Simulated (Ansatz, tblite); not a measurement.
Cost and result up the ladder for the cluster BiF₃ (the lowest singlet isomer of a short search) (4 atoms). Total charge 0; singlet. Geometry: PBE-D4/def2-TZVP.

Cartesian coordinates in Å:
```
Bi -0.421 -0.590 0.269
F 1.523 -0.846 -0.209
F -0.944 0.357 -1.435
F -0.158 1.078 1.375
```

Ansatz on 4 threads of Arm Neoverse V1 on a shared host; xTB runs through tblite on one thread. Times are rough, summed over both states, and most runs start from the orbitals of an earlier one. PBE-QIDH/def2-TZVP serves as the yardstick here, not as an exact answer. The other state is a quintet at its own geometry, which has other bonds, so the gap mixes isomer and spin.

In the def2 sets Bi takes a core potential; there is no spin–orbit coupling. The xTB rows come from tblite. B3LYP takes the VWN-RPA correlation. Correlated methods freeze 7 core orbitals; core or outer-core shells of Bi are correlated, in sets that lack core-valence functions. In the quintet geometry the species has come apart into loosely held pieces. In the quintet, F3 and F4 lie 1.89 Å apart (atoms count from 1), so these atoms are partly bonded to each other. The structure comes from a short search, and lower isomers may exist.

Correlated methods converge slowly with the basis.

xTB has no spin-polarisation term.

```json
{"level": "GFN1-xTB", "functions": "16", "wall time": "0.004 s"}
{"level": "GFN2-xTB", "functions": "16", "wall time": "0.006 s"}
{"level": "revPBE-D4/def2-TZVP", "functions": "143", "wall time": "2.7 s"}
{"level": "PBE-D4/def2-TZVP", "functions": "143", "wall time": "2.9 s"}
{"level": "B3LYP-D4/def2-TZVP", "functions": "143", "wall time": "3.5 s"}
{"level": "MP2/def2-TZVP", "functions": "143", "wall time": "3.6 s"}
{"level": "PBE0-D4/def2-TZVP (with forces)", "functions": "143", "wall time": "3.9 s"}
{"level": "RPA@PBE/def2-TZVP", "functions": "143", "wall time": "5.8 s"}
{"level": "r2SCAN-D4/def2-TZVP", "functions": "143", "wall time": "6 s"}
{"level": "PBE-QIDH/def2-TZVP", "functions": "143", "wall time": "6.7 s"}
{"level": "BHLYP-D4/def2-TZVP", "functions": "143", "wall time": "6.8 s"}
{"level": "B97M-V/def2-TZVP", "functions": "143", "wall time": "8.7 s"}
```

(1) Estimate what each level gives for the quintet − singlet (eV).

Results:

(1) 
```tsv
level	quintet − singlet (eV)	difference from PBE-QIDH/def2-TZVP (eV)
GFN1-xTB	8.50	-0.42
GFN2-xTB	8.25	-0.67
revPBE-D4/def2-TZVP	8.12	-0.80
PBE-D4/def2-TZVP	8.31	-0.61
B3LYP-D4/def2-TZVP	8.48	-0.44
MP2/def2-TZVP	9.78	0.86
PBE0-D4/def2-TZVP (with forces)	8.49	-0.44
RPA@PBE/def2-TZVP	8.08	-0.85
r2SCAN-D4/def2-TZVP	8.29	-0.63
PBE-QIDH/def2-TZVP	8.92	0.00
BHLYP-D4/def2-TZVP	8.25	-0.68
B97M-V/def2-TZVP	8.71	-0.21
```
